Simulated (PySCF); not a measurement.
Job file and geometry (Å, from GFN2-xTB) of a spin–spin coupling run on `C1=[CH][Ge@H]([NH2])[CH]=C1Br`, C$_{4}$H$_{6}$BrGeN, B3LYP/pcJ-1 Br:pcSseg-1 Ge:pcSseg-1 indirect spin-spin coupling, non-relativistic, gas phase in PySCF 2.14.0, density-fitted response routines; density fitting, a coarse starting grid and PySCF grid level 2 are the driver's defaults:

```
$ OMP_NUM_THREADS=1 python probes_run.py task.json out

{"job": {"kind": "j", "xc": "B3LYP", "basis": "pcJ-1"}, "charge": 0, "multiplicity": 1}
N      2.432623     0.032282    -0.312350
Ge     0.904817     0.176491     0.655590
C     -0.371397     1.414607    -0.171738
C     -1.501325     0.756616    -0.437128
C     -1.541846    -0.658011    -0.073959
Br    -3.164858    -1.600003    -0.446838
C     -0.481081    -1.226910     0.493127
H      3.130731    -0.612054     0.031439
H      2.313972    -0.120947    -1.304396
H      1.354391     0.447435     2.065762
H     -0.248353     2.459518    -0.398702
H     -2.374659     1.194164    -0.900121
H     -0.457404    -2.262704     0.781585
```

Problem. Write the output of this run.

Solution. 
```
coarse grid: 55424 points
cycle   1  E = -4861.3830882032  dE = -9.371e-01  |g| = 1.296e+00  |ddm| = 3.641e+00
cycle   2  E = -4861.2657356741  dE =  1.174e-01  |g| = 1.362e+00  |ddm| = 1.387e+00
cycle   3  E = -4861.5006721261  dE = -2.349e-01  |g| = 2.854e-01  |ddm| = 1.041e+00
cycle   4  E = -4861.5141820146  dE = -1.351e-02  |g| = 1.295e-01  |ddm| = 2.949e-01
cycle   5  E = -4861.5176289560  dE = -3.447e-03  |g| = 2.972e-02  |ddm| = 1.218e-01
cycle   6  E = -4861.5178160018  dE = -1.870e-04  |g| = 1.130e-02  |ddm| = 3.018e-02
cycle   7  E = -4861.5178420809  dE = -2.608e-05  |g| = 1.315e-03  |ddm| = 9.019e-03
cycle   8  E = -4861.5178422924  dE = -2.114e-07  |g| = 9.107e-04  |ddm| = 2.106e-03
final grid: 114168 points
cycle   9  E = -4861.5178067576  dE =  3.082e-07  |g| = 1.494e-03  |ddm| = 3.128e-03
cycle  10  E = -4861.5178057421  dE =  1.016e-06  |g| = 2.511e-03  |ddm| = 3.697e-03
cycle  11  E = -4861.5178073147  dE = -1.573e-06  |g| = 1.651e-04  |ddm| = 2.283e-03
cycle  12  E = -4861.5178073208  dE = -6.181e-09  |g| = 2.964e-05  |ddm| = 1.501e-04
cycle  13  E = -4861.5178073210  dE = -1.837e-10  |g| = 5.036e-06  |ddm| = 2.461e-05
converged SCF energy = -4861.5178073210

Indirect spin-spin couplings (Hz)
  i      j    bonds     total        FC       PSO       DSO        SD
  0 N    2 C    2     -4.555    -4.691     0.063     0.032     0.041
  0 N    3 C    3     -0.920    -0.880    -0.085     0.040     0.005
  0 N    4 C    3     -0.161    -0.118    -0.095     0.034     0.018
  0 N    6 C    2      1.253     1.055     0.264     0.045    -0.112
  0 N    7 H    1    -73.911   -70.027    -2.981    -0.452    -0.450
  0 N    8 H    1    -73.138   -69.347    -2.902    -0.459    -0.430
  0 N    9 H    2    -10.789   -11.057     0.016     0.226     0.025
  0 N   10 H    3      0.301     0.254    -0.028     0.075     0.001
  0 N   11 H    4     -0.592    -0.631    -0.106     0.148    -0.003
  0 N   12 H    3      0.071    -0.012     0.001     0.118    -0.036
  2 C    3 C    1     68.846    78.593   -10.058     0.311         -
  2 C    4 C    2      3.340     2.830     0.401     0.109         -
  2 C    6 C    2     14.438    14.350     0.054     0.035         -
  2 C    7 H    3      6.791     7.147     0.357    -0.713         -
  2 C    8 H    3     -0.285    -0.254    -0.045     0.014         -
  2 C    9 H    2      7.855     8.541     0.066    -0.752         -
  2 C   10 H    1    176.772   175.892    -0.274     1.154         -
  2 C   11 H    2      0.698     2.036    -1.111    -0.227         -
  2 C   12 H    3      4.667     4.536     0.604    -0.474         -
  3 C    4 C    1     64.612    66.622    -2.418     0.408         -
  3 C    6 C    2      5.973     5.691     0.213     0.069         -
  3 C    7 H    4      0.212     0.407     0.310    -0.506         -
  3 C    9 H    3      2.929     3.437     0.132    -0.640         -
  3 C   10 H    2     -0.124     1.565    -1.465    -0.225         -
  3 C   11 H    1    173.913   172.851    -0.116     1.177         -
  3 C   12 H    3     10.396    10.370     0.405    -0.379         -
  4 C    6 C    1     73.957    81.874    -8.335     0.418         -
  4 C    7 H    4     -0.382    -0.251     0.216    -0.346         -
  4 C    8 H    4     -0.412    -0.413     0.008    -0.006         -
  4 C    9 H    3      8.873     9.295     0.101    -0.523         -
  4 C   10 H    3     18.461    18.299     0.441    -0.278         -
  4 C   11 H    2      1.825     1.827    -0.201     0.199         -
  4 C   12 H    2     -6.417    -5.318    -1.151     0.052         -
  6 C    7 H    3     -1.502    -1.222    -0.021    -0.259         -
  6 C    8 H    3     -1.261    -1.088    -0.076    -0.097         -
  6 C    9 H    2     16.514    17.108    -0.009    -0.584         -
  6 C   10 H    3      2.635     2.542     0.570    -0.476         -
  6 C   11 H    3      5.092     4.977     0.473    -0.358         -
  6 C   12 H    1    180.548   179.467    -0.243     1.325         -
  7 H    8 H    2     -7.597    -9.501     5.548    -3.644         -
  7 H    9 H    3     -0.359    -0.064     0.220    -0.515         -
  7 H   10 H    4     -0.851    -0.221     1.384    -2.014         -
  7 H   11 H    5      0.432     0.905     1.206    -1.679         -
  7 H   12 H    4     -0.211    -0.054     0.178    -0.335         -
  8 H    9 H    3     10.382    12.676     2.239    -4.533         -
  9 H   10 H    3     -1.642    -0.655     0.728    -1.714         -
  9 H   11 H    4      1.039     1.959     1.171    -2.092         -
  9 H   12 H    3     -1.696    -1.029     0.608    -1.275         -
 10 H   11 H    3     11.565    11.424     0.324    -0.182         -
 10 H   12 H    4      1.591     1.968     1.768    -2.146         -
 11 H   12 H    4      0.763     0.852     1.761    -1.849         -
```

Size and cost of the density-fitted run: 277 basis functions, 3 min wall time on 1 thread of an Arm Neoverse N1, shared host; peak memory 1.2 GiB.
